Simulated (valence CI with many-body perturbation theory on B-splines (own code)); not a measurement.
E1 line list for Te⁴⁵⁺

Level of theory: configuration interaction combined with many-body perturbation theory (CI+MBPT): five valence electrons over a frozen Dirac-Fock core [He], a basis of 11 s, 11 p, 10 d, 8 f, 5 g, 2 h functions for each j, with the one-electron correlation potential Σ1 (screened to all orders), the two-electron term Σ2, the three-electron term Σ3, Breit, model QED; selected single and double excitations, second order for the rest, scaled by the run's own slope (own B-spline code, finite nucleus).

The last digits are not significant, and no measured levels were compared; by estimate large intervals hold to a few tenths of a per cent, small ones and those within an open d or f shell to about a per cent. Among the levels kept, up to 7200 cm⁻¹ of a level comes from second order outside the variational space, and about a tenth of that is noise between levels of different J, which matters for small intervals.

Lines 201 to 250 of 600 in falling wavelength, among levels below 43602 × 10³ cm⁻¹, chosen from the strongest by gf and those to the six lowest levels. Wavelengths and rates use the calculated energies. Electric multipoles are in the length gauge with retardation, E1 and E2 with the static RPA response of the core. Weak lines are less certain than strong ones. Lines between different terms over intervals too small for the method are left out, as are lines whose strength nearly cancels. The highest levels of a list are the least certain.

Levels are named by their leading jj configuration (3d3/2^4 stands for four electrons in 3d with j = 3/2), which in mixed levels can hold well under half, so a name can repeat and another be missing. Letters in brackets count levels of one name in rising energy.

```
λ vac (nm)                               Upper                               Lower   A (s⁻¹)  log gf  Branch %
     2.530            (2s 2p3/2^3 3p1/2) J=3/2          (2s^2 2p3/2^2 3p1/2) J=3/2  4.54e+11   -0.76       1.7
     2.527       (2p1/2^2 2p3/2^2 3p3/2) J=7/2  (2s 2p1/2^2 2p3/2 3p3/2) J=5/2 [b]  3.66e+11   -0.55       0.5
     2.507          (2p1/2^2 2p3/2^2 3s) J=5/2     (2s 2p1/2^2 2p3/2 3s) J=3/2 [b]  3.50e+11   -0.70       2.5
     2.500           (2s 2p3/2^3 3s) J=3/2 [a]             (2s^2 2p3/2^2 3s) J=3/2  3.21e+11   -0.92       0.8
     2.494       (2p1/2^2 2p3/2^2 3p1/2) J=3/2      (2s 2p1/2^2 2p3/2 3p1/2) J=1/2  2.68e+11   -1.00       0.2
     2.494        (2s 2p1/2 2p3/2^3) J=3/2 [a]          (2s^2 2p1/2 2p3/2^2) J=3/2  5.15e+11   -0.72      92.8
     2.485       (2p1/2^2 2p3/2^2 3p1/2) J=5/2  (2s 2p1/2^2 2p3/2 3p1/2) J=3/2 [b]  3.06e+11   -0.77       0.5
     2.476  (2s 2p1/2 2p3/2^2 3d5/2) J=7/2 [c]  (2s^2 2p1/2 2p3/2 3d5/2) J=5/2 [b]  1.01e+11   -1.13       0.2
     2.452  (2s 2p1/2 2p3/2^2 3d5/2) J=9/2 [c]  (2s^2 2p1/2 2p3/2 3d5/2) J=7/2 [b]  1.63e+11   -0.83       9.4
     2.451          (2p1/2^2 2p3/2^2 3s) J=3/2         (2s 2p1/2^2 2p3/2 3s) J=1/2  2.91e+11   -0.98       0.6
     2.449  (2s 2p1/2 2p3/2^2 3d5/2) J=5/2 [d]  (2s^2 2p1/2 2p3/2 3d5/2) J=5/2 [b]  2.13e+11   -0.94       0.1
     2.447  (2s 2p1/2 2p3/2^2 3p3/2) J=5/2 [c]  (2s^2 2p1/2 2p3/2 3p3/2) J=3/2 [b]  1.41e+11   -1.12       0.2
     2.440         (2s 2p1/2 2p3/2^2 3s) J=7/2          (2s^2 2p1/2^2 3d5/2) J=5/2  2.39e+11   -0.77       0.5
     2.437           (2s 2p3/2^3 3s) J=3/2 [b]             (2s^2 2p3/2^2 3s) J=1/2  2.50e+11   -1.05       8.7
     2.436            (2s 2p1/2 2p3/2^3) J=5/2          (2s^2 2p1/2 2p3/2^2) J=5/2  5.11e+11   -0.56      92.5
     2.432  (2s 2p1/2 2p3/2^2 3p3/2) J=5/2 [e]  (2s^2 2p1/2 2p3/2 3p3/2) J=5/2 [c]  2.21e+11   -0.93       2.9
     2.427  (2s 2p1/2 2p3/2^2 3p3/2) J=7/2 [c]  (2s^2 2p1/2 2p3/2 3p3/2) J=5/2 [b]  1.17e+11   -1.08       0.2
     2.424  (2s 2p1/2 2p3/2^2 3d3/2) J=5/2 [e]  (2s^2 2p1/2 2p3/2 3d5/2) J=5/2 [a]  1.39e+11   -1.14       0.0
     2.422  (2s 2p1/2 2p3/2^2 3d5/2) J=7/2 [e]  (2s^2 2p1/2 2p3/2 3d5/2) J=7/2 [b]  3.79e+11   -0.57       0.1
     2.420  (2s 2p1/2 2p3/2^2 3d5/2) J=5/2 [e]  (2s^2 2p1/2 2p3/2 3d5/2) J=3/2 [b]  2.61e+11   -0.86       0.2
     2.418  (2s 2p1/2^2 2p3/2 3p3/2) J=5/2 [b]          (2s^2 2p1/2^2 3p3/2) J=3/2  5.77e+11   -0.52       1.1
     2.417  (2s 2p1/2 2p3/2^2 3d5/2) J=3/2 [d]      (2s^2 2p1/2 2p3/2 3d5/2) J=1/2  2.32e+11   -1.09       0.3
     2.415  (2s 2p1/2^2 2p3/2 3d5/2) J=7/2 [b]          (2s^2 2p1/2^2 3d5/2) J=5/2  2.59e+11   -0.74       0.8
     2.413            (2s 2p1/2 2p3/2^3) J=1/2          (2s^2 2p1/2 2p3/2^2) J=1/2  3.82e+11   -1.18      26.3
     2.408  (2s 2p1/2 2p3/2^2 3d3/2) J=3/2 [c]  (2s^2 2p1/2 2p3/2 3d3/2) J=5/2 [a]  2.25e+11   -1.11       0.2
     2.401  (2s 2p1/2 2p3/2^2 3d5/2) J=3/2 [d]  (2s^2 2p1/2 2p3/2 3d5/2) J=3/2 [b]  2.78e+11   -1.02       0.4
     2.397     (2s 2p1/2 2p3/2^2 3s) J=1/2 [a]     (2s^2 2p1/2 2p3/2 3s) J=3/2 [a]  5.10e+11   -1.06       1.8
     2.396  (2s 2p1/2^2 2p3/2 3d3/2) J=5/2 [b]          (2s^2 2p1/2^2 3d3/2) J=3/2  5.02e+11   -0.59       2.6
     2.392      (2s 2p1/2^2 2p3/2 3p1/2) J=1/2          (2s^2 2p1/2^2 3p1/2) J=1/2  6.46e+11   -0.96       2.3
     2.388               (2p1/2 2p3/2^4) J=1/2        (2s 2p1/2 2p3/2^3) J=3/2 [b]  1.42e+12   -0.61      65.6
     2.388  (2s 2p1/2^2 2p3/2 3p1/2) J=3/2 [b]          (2s^2 2p1/2^2 3p1/2) J=1/2  5.60e+11   -0.72       1.9
     2.386  (2s 2p1/2^2 2p3/2 3d5/2) J=5/2 [b]          (2s^2 2p1/2^2 3d5/2) J=5/2  5.45e+11   -0.55       0.1
     2.382  (2s 2p1/2 2p3/2^2 3d5/2) J=5/2 [e]  (2s^2 2p1/2 2p3/2 3d5/2) J=5/2 [b]  2.03e+11   -0.98       0.2
     2.380         (2s 2p1/2^2 2p3/2 3s) J=1/2             (2s^2 2p1/2^2 3s) J=1/2  6.21e+11   -0.98       1.3
     2.379  (2s 2p1/2 2p3/2^2 3p3/2) J=5/2 [e]  (2s^2 2p1/2 2p3/2 3p3/2) J=5/2 [b]  3.26e+11   -0.78       4.3
     2.376  (2s 2p1/2^2 2p3/2 3d5/2) J=3/2 [b]          (2s^2 2p1/2^2 3d5/2) J=5/2  6.71e+11   -0.64       0.2
     2.374  (2s 2p1/2^2 2p3/2 3p3/2) J=3/2 [b]          (2s^2 2p1/2^2 3p3/2) J=3/2  6.19e+11   -0.68       1.2
     2.373  (2s 2p1/2^2 2p3/2 3d3/2) J=3/2 [b]          (2s^2 2p1/2^2 3d3/2) J=3/2  5.08e+11   -0.77       0.2
     2.373  (2s 2p1/2 2p3/2^2 3p3/2) J=1/2 [b]  (2s^2 2p1/2 2p3/2 3p3/2) J=3/2 [a]  6.87e+11   -0.94       5.1
     2.369  (2s 2p1/2 2p3/2^2 3p3/2) J=7/2 [c]      (2s^2 2p1/2 2p3/2 3p3/2) J=7/2  7.76e+11   -0.28       1.1
     2.369     (2s 2p1/2 2p3/2^2 3s) J=3/2 [c]     (2s^2 2p1/2 2p3/2 3s) J=3/2 [b]  6.13e+11   -0.69       1.2
     2.368  (2s 2p1/2 2p3/2^2 3p3/2) J=3/2 [c]  (2s^2 2p1/2 2p3/2 3p3/2) J=5/2 [a]  3.72e+11   -0.90       0.9
     2.367     (2s 2p1/2^2 2p3/2 3s) J=3/2 [b]             (2s^2 2p1/2^2 3s) J=1/2  5.99e+11   -0.70       2.5
     2.367  (2s 2p1/2 2p3/2^2 3d5/2) J=9/2 [c]      (2s^2 2p1/2 2p3/2 3d5/2) J=9/2  6.79e+11   -0.24      39.0
     2.367  (2s 2p1/2 2p3/2^2 3d3/2) J=7/2 [c]      (2s^2 2p1/2 2p3/2 3d3/2) J=7/2  6.44e+11   -0.36       1.9
     2.364  (2s 2p1/2 2p3/2^2 3p1/2) J=5/2 [c]      (2s^2 2p1/2 2p3/2 3p1/2) J=5/2  8.54e+11   -0.37       2.1
     2.364  (2s 2p1/2 2p3/2^2 3d3/2) J=5/2 [d]  (2s^2 2p1/2 2p3/2 3d5/2) J=7/2 [a]  2.58e+11   -0.89       0.2
     2.364  (2s 2p1/2 2p3/2^2 3d5/2) J=5/2 [c]      (2s^2 2p1/2 2p3/2 3d3/2) J=7/2  3.17e+11   -0.80       0.2
     2.363  (2s 2p1/2 2p3/2^2 3p1/2) J=1/2 [b]  (2s^2 2p1/2 2p3/2 3p1/2) J=3/2 [a]  4.62e+11   -1.11       2.3
     2.362  (2s 2p1/2 2p3/2^2 3p3/2) J=3/2 [f]  (2s^2 2p1/2 2p3/2 3p3/2) J=5/2 [c]  3.02e+11   -1.00       0.7
```

**Question.** How does gf follow from A for the line at 2.396 nm?

**Answer.** gf = 1.4992 × (2J+1)_upper × A / σ², with σ = 4172981 cm⁻¹ and 2J+1 = 6: gf = 0.259.
